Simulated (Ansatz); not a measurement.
Cost and result for the atomization energy of `[CH3][SnH2][Cl]` (8 atoms, 7 bonds).

```xyz
8

C     0.2538    0.6914    0.9250
Sn   -0.3667   -0.4259   -0.7748
Cl    1.1773   -2.1752   -0.9805
H     1.2680    1.0556    0.7648
H    -0.4149    1.5386    1.0817
H     0.2361    0.0486    1.8043
H    -1.8851   -1.1773   -0.5827
H    -0.2685    0.4442   -2.2379
```

Total charge 0; spin multiplicity 1. Correlated methods include outer-core shells of Sn, which these sets cover unevenly. Sn: def2 effective core potential. All single points use the PBE0-D4/def2-TZVP geometry. Program: Ansatz. All runs use 2 threads of a server CPU on a shared host. Times are those of one run each, without the atoms' runs, and a repeat can differ threefold. Electronic energies, without spin–orbit coupling; frozen cores. CCSD(T)/CBS adds CCSD(T) − MP2 in def2-TZVPP to the MP2 limit, and its time is that of the two runs behind it. T1 = 0.011. With those shells the extrapolation isn't a true limit. B3LYP takes the VWN-RPA correlation (the form of Gaussian; ORCA's B3LYP/G).

CCSD(T)/CBS is a level of theory with its own doubt, some kJ/mol a heavy atom from the limit and from the frozen cores, so smaller differences don't rank the functionals.

| level | functions | wall time | atomization (kcal/mol) | difference from CCSD(T)/CBS | per bond |
| --- | --- | --- | --- | --- | --- |
| PBE-D4/def2-TZVPP (with forces) | 193 | 1.8 s | 578.9 | -4.1 | -0.6 |
| revPBE-D4/def2-TZVPP | 193 | 1.8 s | 566.7 | -16.3 | -2.3 |
| BLYP-D4/def2-TZVPP | 193 | 1.9 s | 569.3 | -13.7 | -2.0 |
| CAM-B3LYP-D4/def2-TZVPP | 193 | 2.3 s | 578.1 | -4.9 | -0.7 |
| CCSD(T)/def2-SVP | 83 | 3.4 s | 542.5 | -40.5 | -5.8 |
| B3LYP-D4/def2-TZVPP (with forces) | 193 | 3.8 s | 574.9 | -8.1 | -1.2 |
| B2PLYP/def2-TZVPP | 193 | 5 s | 568.9 | -14.1 | -2.0 |
| B97M-V/def2-TZVPP | 193 | 5.5 s | 587.6 | 4.6 | 0.7 |
| ωB97X-V/def2-TZVPP | 193 | 6 s | 582.3 | -0.7 | -0.1 |
| ωB97M-V/def2-TZVPP (with forces) | 193 | 12 s | 579.0 | -4.0 | -0.6 |
| MP2/def2-QZVPP | 359 | 12 s | 574.2 | -8.8 | -1.3 |
| CCSD(T)/def2-TZVPP | 193 | 31 s | 567.9 | -15.1 | -2.2 |
| CCSD(T)/CBS(def2) | – | 43 s | 583.0 | 0.0 | 0.0 |

In def2-TZVPP, CCSD(T) changes the Hartree–Fock value by +136.6 kcal/mol (the triples alone add +7.2 kcal/mol) and MP2 by +133.9 kcal/mol; breaking electron pairs costs correlation energy, which Hartree–Fock lacks. The D4 term adds +5.8 kcal/mol with B3LYP and +3.0 kcal/mol with PBE0; it sums over pairs of atoms, weighted by their polarisabilities, and B3LYP, whose exchange is more repulsive, gets the larger term. Leaving LDA and LC-ωPBE aside and taking each functional with its dispersion term where it has one, the values, not all of them listed here, spread over 21.3 kcal/mol, from BHLYP-D4 to B97M-V. LDA lies +74.4 kcal/mol from PBE without D4, its usual overbinding.

Spin–orbit coupling would lower the free Sn atoms strongly, and the atomization energy with them, by more than many differences here. For some Ge, Se and Sn compounds the MP2-based and the directly extrapolated limit differ by 10 to 25 kJ/mol.
